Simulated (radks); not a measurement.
The numbers below are computed, except where a source is named.
Q: These are the eigenvalues of the occupied orbitals of an atom or ion with whole-number occupations (eV). Level of theory: scalar-relativistic Kohn-Sham, r2SCAN, spin-polarised, spherical densities, finite nucleus; meta-GGA in the generalised Kohn-Sham scheme; Fermi nuclear charge, rms radius of each element as measured or else 0.836 A^(1/3) + 0.57 fm (a radial shooting solver on a logarithmic mesh with Libxc functionals).

orbital  eigenvalue
1s down   -7060.234
1s up     -7060.194
2s up     -867.5230
2s down   -864.0696
2p up     -742.9767
2p down   -740.3546
3s up     -137.0912
3s down   -129.3322
3p up     -101.5017
3p down    -93.7777
3d up      -45.7118

Which element is it, and in what charge state? The configuration may be excited. Open shells, if any, are filled with parallel spins first.

A: Z = 26, iron, charge +3: Fe3+ in [Ar] 3d5. The list shows which subshells hold electrons but not how many an open one holds; the 1s level, -259.46 hartree, gives Z - s = 22.8 by -(Z - s)^2/2, which with screening and relativity narrows Z to a few neighbours, and the depths of the outer levels then fix element, charge and occupations together.
